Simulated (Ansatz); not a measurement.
Compounds of Si with 4 ligands, in which Br is traded for OCH3. Quantity: electronic atomisation energy to ground-state atoms, in kcal/mol. Each molecule is optimised on its own at B3LYP-D3(BJ)/def2-TZVP (Ansatz, an electronic-structure program), one conformer each, not searched for the lowest. Cores are frozen in the correlated levels unless marked. UHF or UKS for open shells. No spin-orbit coupling. The frozen core is the preceding noble-gas configuration, with the filled d and f shells of earlier blocks. No relativistic terms. CBS marks a two-point X^-3 extrapolation of the correlation energy; Hartree-Fock from the larger set. [CCSD(T)-MP2]/basis is that difference in the basis named. The first level has limits of its own: it lacks core correlation, which all-electron functionals hold.

| n(OCH3) | species (SMILES) | RI-MP2/CBS(def2-TZVPPD,def2-QZVPPD)+[CCSD(T)-MP2]/def2-TZVPPD (Ansatz) | PBE/def2-TZVPD (Ansatz) | B3LYP-D3(BJ)/def2-TZVPD (Ansatz + dftd3) |
|---|---|---|---|---|
| 0 | Br[Si](Br)(Br)Br | 325.7 | 329.3 | 318.9 |
| 1 | CO[Si](Br)(Br)Br | 752.2 | 759.0 | 745.5 |
| 2 | CO[Si](Br)(Br)OC | ? | ? | ? |
| 3 | CO[Si](Br)(OC)OC | 1603.7 | 1617.2 | 1597.6 |

Fit a straight line through the known rows at each level by least squares, predict the withheld row (n(OCH3) = 2), and compare with the run.


- The known rows have mean n(OCH3) = 1.33333 and Σ(n(OCH3) - mean)² = 4.6667.
- RI-MP2/CBS(def2-TZVPPD,def2-QZVPPD)+[CCSD(T)-MP2]/def2-TZVPPD: mean 893.867, Σ(n(OCH3) - mean)(y - mean) = 1987.833, slope 425.961 kcal/mol a step; the line gives 893.867 + (425.961)×(2 - 1.33333) = 1177.8; the run gives 1178.2, +0.4 from the line, whose largest residual on the known rows is 0.3.
- PBE/def2-TZVPD: mean 901.833, Σ(n(OCH3) - mean)(y - mean) = 2003.267, slope 429.268 kcal/mol a step; the line gives 901.833 + (429.268)×(2 - 1.33333) = 1188.0; the run gives 1188.3, +0.3 from the line, whose largest residual on the known rows is 0.3.
- B3LYP-D3(BJ)/def2-TZVPD: mean 887.333, Σ(n(OCH3) - mean)(y - mean) = 1988.967, slope 426.204 kcal/mol a step; the line gives 887.333 + (426.204)×(2 - 1.33333) = 1171.5; the run gives 1171.8, +0.3 from the line, whose largest residual on the known rows is 0.2.
- PBE minus the first level along the series: +3.6, +6.8, +10.1, +13.5 kcal/mol.
